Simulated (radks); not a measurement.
The holmium ion Ho+, configuration [Xe] 4f11 6s1.

Calculated with a radial shooting solver on a logarithmic mesh with Libxc functionals: Dirac Kohn-Sham, RPBE, spin-unpolarised, spherical densities, finite nucleus; open shells fill j = l - 1/2 first; Fermi nuclear charge, rms radius 5.2022 fm.

Energy parts (eV):
| part | energy |
|---|---|
| total | -343612.20 |
| kinetic | 378005.55 |
| electron-nucleus | -848241.03 |
| Hartree | 134027.22 |
| exchange-correlation | -7403.94 |

Orbitals (lengths in bohr, moments of r in powers of bohr; r(max) is where P^2 peaks):
orbital	occ.	eigenvalue (eV)	r(max)	small-component weight
1s1/2	2	-55432.04	0.01311	6.27e-02
2s1/2	2	-9272.289	0.07479	1.40e-02
2p1/2	2	-8825.567	0.05625	1.40e-02
2p3/2	4	-7968.725	0.06237	1.29e-02
3s1/2	2	-2075.720	0.2115	4.48e-03
3p1/2	2	-1880.211	0.1990	4.43e-03
3p3/2	4	-1701.226	0.2117	4.11e-03
3d3/2	4	-1366.084	0.1675	3.99e-03
3d5/2	6	-1326.977	0.1711	3.90e-03
4s1/2	2	-415.1165	0.4842	1.44e-03
4p1/2	2	-337.4658	0.4870	1.35e-03
4p3/2	4	-297.3668	0.5142	1.24e-03
4d3/2	4	-169.5575	0.5182	1.06e-03
4d5/2	6	-162.2829	0.5270	1.03e-03
4f5/2	6	-10.0323	0.5214	6.03e-04
4f7/2	5	-9.0570	0.5268	5.87e-04
5s1/2	2	-56.7744	1.137	2.89e-04
5p1/2	2	-35.9227	1.243	2.26e-04
5p3/2	4	-30.9178	1.328	1.96e-04
5d3/2	0	-6.8097	1.945	6.34e-05
5d5/2	0	-6.5388	2.007	5.90e-05
6s1/2	1	-8.7990	3.211	3.44e-05
6p1/2	0	-5.6752	4.025	2.09e-05
6p3/2	0	-5.3026	4.291	1.90e-05

The highest occupied level is 6s1/2 at -8.799 eV. The electron density at the nucleus is 8.059e+05 e/bohr^3. Summed over all electrons, <r^2> = 53.81 bohr^2, which gives a Langevin (diamagnetic) susceptibility term of -42.6 x 10^-6 cm^3/mol. The density falls to 0.001 e/bohr^3 at r = 4.40 bohr.
